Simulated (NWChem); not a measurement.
Molecule: 2,6-lutidine (C7H9N); SMILES Cc1cccc(C)n1

Not confirmed as a minimum by frequencies.

**Question.** Give the equilibrium geometry at PBE0/def2-SVP (NWChem) as a Z-matrix, with the point group.

**Answer.** point group C2v; any orientation.
```
N
C 1 1.3352
C 1 1.3352 2 119.87
C 2 1.4005 1 121.82 3 0.00
C 4 1.3906 2 118.73 1 0.00
C 5 1.3906 4 119.03 2 0.00
H 4 1.0927 5 120.97 6 180.00
H 6 1.0927 5 120.97 4 180.00
H 5 1.0933 4 120.48 7 0.00
C 2 1.5017 1 117.10 3 180.00
H 10 1.0970 2 109.40 1 0.00
H 10 1.1016 11 108.84 2 121.75
H 10 1.1016 11 108.84 12 116.51
C 3 1.5017 1 117.10 2 180.00
H 14 1.0970 3 109.40 1 0.00
H 14 1.1016 15 108.84 3 -121.75
H 14 1.1016 15 108.84 16 -116.51
```
